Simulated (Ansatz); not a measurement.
Job for Ansatz (a quantum-chemistry and plane-wave program): U-HF/def2-TZVPP on CF2 (SMILES F[C]F), 2S+1 = 3, atoms moved off the minimum.

Ansatz 0.2 input:
```yaml
crystal:
  periodic: [false, false, false]
  atoms:
    - {symbol: F, position_ang: [-1.05359721, -0.18663339, 0.04434429]}
    - {symbol: C, position_ang: [-0.08926206, 0.45323809, 0.00343767]}
    - {symbol: F, position_ang: [1.19201666, -0.15629528, -0.03954901]}
basis:
  gaussian:
    orbitals: def2-TZVPP
hamiltonian:
  xc: {name: HF}
magnetization: {spin_polarized: true, initial_magnetization: 2}
output: {forces: true}
```

Program output:

```
WARN ansatz: RAYON_NUM_THREADS=1 ignored (pool sized by the plan → 1); use --threads N
Functional definition: HF
integrals: 0.01 GiB planned
627 factors; their error is unknown
mean field: 0.16 GiB planned
mean field evaluation 1: about -6438.3068 eV, gradient 1.9e1 eV
mean field evaluation 2: about -6439.8834 eV, gradient 9.9e0 eV
mean field evaluation 4: about -6440.3987 eV, gradient 1.5e0 eV
mean field evaluation 8: about -6440.4406 eV, gradient 2.1e-1 eV
mean field evaluation 16: about -6438.4356 eV, gradient 1.9e1 eV
mean field -6440.57833438 eV, -236.6868882078 hartree, gradient 1.8e-5 eV, S^2 2.007719; 0 other end points of the search recorded, 0 dependent functions left out
the calculation of the forces begins
reference -6440.57833438 eV, -236.6868882078 hartree; 13, 11 occupied and 80, 82 virtual orbitals, 627 factors
Total energy: -6440.57833438 eV, -236.6868882078 hartree
Atom 0 at    -1.053597    -0.186633     0.044344 Å, force    -8.055268    -5.741076     0.344784 eV/Å
Atom 1 at    -0.089262     0.453238     0.003438 Å, force    11.329775     4.481446    -0.456965 eV/Å
Atom 2 at     1.192017    -0.156295    -0.039549 Å, force    -3.274508     1.259630     0.112180 eV/Å
Dipole moment:    -0.271693     0.123262     0.009162 e Å
```

The run converged.

Cost: roughly 1.1 core-seconds.
